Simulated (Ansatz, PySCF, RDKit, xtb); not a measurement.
Torsion C1–Si2–Ge3–H9 in CH8GeSi (SMILES C[SiH2][GeH3]); at each angle all else is relaxed with GFN2-xTB, and the levels are single points there.
Geometry at 60° (charge 0, multiplicity 1):
```xyz
11

C     -1.5976     0.6739    -0.1281
Si    -0.4373    -0.8087     0.1102
Ge     1.7859    -0.0870     0.0010
H     -2.6407     0.3761    -0.0844
H     -1.4348     1.4239     0.6418
H     -1.4292     1.1499    -1.0908
H     -0.7024    -1.4337     1.4115
H     -0.6967    -1.8063    -0.9346
H      2.1932     0.9325     1.0256
H      2.8199    -1.1602     0.1736
H      2.1985     0.5649    -1.2874
```

On the grid 0° to 120°, 0° is the highest and 60° the lowest point at MP2/CBS(def2-TZVPP, def2-QZVPP) + ΔCCSD(T)/def2-TZVPP.

Frozen-core correlation. Filled d and f shells under p-block atoms count as core. Rows in 3-21G carry no dispersion term and start afresh at each structure; the Pople sets are all-electron and without relativity.

Codes used: Ansatz (Gaussian orbitals); PySCF for 3-21G rows, M06-2X, the dispersion terms; RDKit for the force fields; xtb for the GFN methods. Each number belongs to the level named beside it.

| level | energy at 0° less that at 60° (meV) |
|---|---|
| UFF | 39.9 |
| GFN1-xTB | 10.9 |
| HF/3-21G | 36.3 |
| BLYP-D4/def2-TZVPP | ___ |
| B3LYP/def2-TZVPP | 32.6 |
| M06-2X/def2-TZVPP | 32.5 |
| wB97M-V/def2-TZVPP | 32.1 |
| SCS-MP2/def2-TZVPP | 36.1 |
| CCSD(T)/def2-SVP | ___ |

Q: What belongs in the gaps?

A: 
- BLYP-D4/def2-TZVPP, energy at 0° less that at 60° (meV): 30.9
- CCSD(T)/def2-SVP, energy at 0° less that at 60° (meV): 34.4

Ansatz is an electronic-structure program.
